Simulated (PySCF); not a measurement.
SMILES C[SiH2][SiH2][SiH2]C (C₂H₁₂Si₃) at its GFN2-xTB optimised geometry (Å):

```
17

Si    -1.2391    -0.8388     3.8772
C     -1.6218     1.0142     3.6979
Si    -1.4263    -1.8657     1.8089
Si    -0.5387    -0.7094     0.0000
C     -1.1090    -1.4459    -1.6571
H      0.1141    -0.9515     4.4427
H     -2.1389    -1.3683     4.9132
H     -2.6331     1.1744     3.3344
H     -0.9424     1.4883     2.9945
H     -1.5293     1.5365     4.6453
H     -0.8202    -3.2071     1.8844
H     -2.8440    -2.1724     1.5377
H     -0.9326     0.7094     0.0000
H      0.9326    -0.7094     0.0000
H     -2.1915    -1.4145    -1.7452
H     -0.8047    -2.4851    -1.7462
H     -0.6945    -0.9076    -2.5050
```

Computed with PBE0/def2-SVP (PySCF).

Map of the Laplacian of the electron density (e/bohr⁵) on the plane z = 0.8 Å:

```
|666666666666666666666666666|
|666666666666666666666666666|
|666666666666666666666666666|
|666666666666666666666666666|
|666666666666666666666666666|
|666666666666666666666666666|
|666666666666666666666666666|
|666666666666666666666666666|
|666666666666666666666666666|
|666666677777666666666666666|
|666666677777766666666666666|
|666666777777776666666666666|
|666666777777777666666666666|
|666666777667777777666666666|
|666666776667777777766666666|
|666667765579877777766666666|
|666667764479866777766666666|
|666677642146666777766666666|
|666777631013567777766666666|
|677776531013567777666666666|
|777776542245677766666666666|
|777776654456776666666666666|
|777777666667766666666666666|
|777777776777766666666666666|
|777777777777666666666666666|
|677777777777666666666666666|
|666666777776666666666666666|
```
Scale: ten equal steps from -0.196 (start of '0') to 0.120 (end of '9'), in the order '0123456789'; x runs from -3.00 to 3.00, y from -3.00 (bottom) to 3.00 (top).
